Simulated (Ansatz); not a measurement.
Seven cases of atomisation energy with Al to Br (electronic energies, kcal/mol); geometries: B3LYP-D3(BJ)/def2-TZVP. The cases were drawn at random from those of this class that have a high level and all functionals, leaving out states under which another spin lies or may lie. Left out are anions, K, Ca, elements past Kr, ionisation of Li, Na and Mg, pi-pi* triplets of linear molecules and other triplets made from a closed-shell parent. Runs that doubt their state, and full CI more than 15 mEh from coupled cluster, are set aside; a case stays where another high level and all functionals remain. AFQMC serves as high level only in triple zeta or larger, with a steady walk, a bar under 0.8 kcal/mol and agreement with other high levels or trials where they ran; where none ran, an unstable determinant or (outside 3d species) a high T1 diagnostic also bars it, so strongly correlated cases are thinned. No case was kept or dropped by the size of a functional's miss. High levels with a bar over 0.5 kcal/mol are left out too, and the seventh case lies inside the range of the six. Affinities count positive where energy is released, gaps as the second state minus the first. r2SCAN is by Ansatz (a quantum-chemistry and plane-wave program) in def2-TZVPD. High levels (Ansatz): P = CCSD(T)/CBS(cc-pV(T+d)Z,cc-pV(Q+d)Z) + [CCSDT(Q) - CCSD(T)]/cc-pV(D+d)Z + core + X2C; Q = CCSD(T)/CBS(cc-pVTZ,cc-pVQZ) + [CCSDT(Q) - CCSD(T)]/cc-pVDZ; R = CCSD(T)/CBS(def2-TZVPP,def2-QZVPP) + [CCSDT(Q) - CCSD(T)]/def2-SVP; S = CCSD(T)/CBS(def2-TZVPP,def2-QZVPP) + [CCSDT(Q) - CCSD(T)]/def2-TZVPP; T = CCSD(T)/CBS(def2-TZVPP,def2-QZVPP) + [CCSDT(Q) - CCSD(T)]/def2-TZVPP + [CCSDTQ - CCSDT(Q)]/def2-SVP. Radicals and triplets start from unrestricted determinants; spin-orbit coupling is neglected. Cores are frozen in correlated methods (noble-gas shells, and filled d and f shells in the p block). Rows without X2C or -DK are non-relativistic. CBS(X,Y): correlation extrapolated as X^-3, Hartree-Fock from the larger set. A bracket is a step between two methods taken in the basis named. The functionals are non-relativistic, so their misses hold any scalar relativity. 'core' is core correlation in cc-pwCVTZ (1s frozen past Ne), 'X2C' scalar relativity in cc-pVTZ-DK, both at CCSD(T). Where a partner has so few electrons that a lower coupled-cluster level is exact, that level stands in. Spin-orbit terms, left out, reach several kcal/mol for Br and I, and more for heavier atoms. The UHF reference of C2H5Ge ([H]/[C]=[CH]\[GeH3], doublet) is spin-contaminated (<S^2> up to 0.17 over the pure value in the sets run). The UHF reference of CH3OSi (O=C[SiH2], doublet) is spin-contaminated (<S^2> up to 0.11 over the pure value in the sets run).

| case | r2SCAN | level | high level |
|---|---|---|---|
| BHSeCl (SMILES ClB[Se], doublet) | 292.9 | R | 282.7 |
| CH4FSi (SMILES [CH2][SiH2]F, doublet) | 581.4 | P | 581.0 |
| GaN2H5 (SMILES [NH2][GaH][NH2]) | 581.9 | Q | 588.5 |
| C2H5Ge (SMILES [C](/[H])=[CH]/[GeH3], doublet) | 632.8 | Q | 626.5 |
| GeClF (SMILES [F][Ge][Cl]) | 226.9 | S | 226.1 |
| CH3OSi (SMILES O=C[SiH2], doublet) | 491.3 | P | 486.7 |
| AlH2Br (SMILES [AlH2][Br]) | 234.9 | T | withheld |

Fit a straight line from r2SCAN to the high level over the first six rows by least squares, predict the seventh, and compare with the calculation.

Means: r2SCAN 467.87, high level 465.25. Sxx = 142324, Sxy = 143862, slope 1.0108, intercept -7.67 kcal/mol; residual standard deviation 6.2 kcal/mol. Seventh row: 1.0108·(234.9) -7.67 = 229.8 kcal/mol. The calculation gave 235.4 kcal/mol: the line differs from it by -5.6, r2SCAN itself by -0.5.
